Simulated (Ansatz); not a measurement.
System: SOF₂, charge 0, singlet. SOF2 (SMILES O=S(F)F).
B3LYP-D3(BJ)/def2-TZVP minimum from Ansatz (a program for electronic structure):
```
S
O 1 1.4239
F 1 1.6063 2 106.51
F 1 1.6063 2 106.51 3 98.37
```

Hartree-Fock and MP2 correlation energies in hartree (Ansatz). Radicals and triplets start from unrestricted determinants; spin-orbit coupling is neglected. Correlated methods leave the cores frozen. No relativity.

```tsv
basis	X	E(HF)	E(corr, MP2)
cc-pV(T+d)Z	3	-671.36358	-0.92983
cc-pV(Q+d)Z	4	-671.39434	-1.01345
cc-pV(5+d)Z	5	-671.40206	withheld
```

Problem. Fit E(corr) = E∞ + A/X³ to X = 3 and 4, predict X = 5, and compare with the run.

Solution. A = (-0.92983 - (-1.01345))/(1/27 - 1/64) = 3.9053; E∞ = -1.01345 - A/64 = -1.07447; at X = 5, E∞ + A/125 = -1.04323. The run gave -1.04927, 6.04 mEh below the prediction. The same form on X = 4 and 5 gives E∞ = -1.08685, 12.38 mEh below the first estimate.
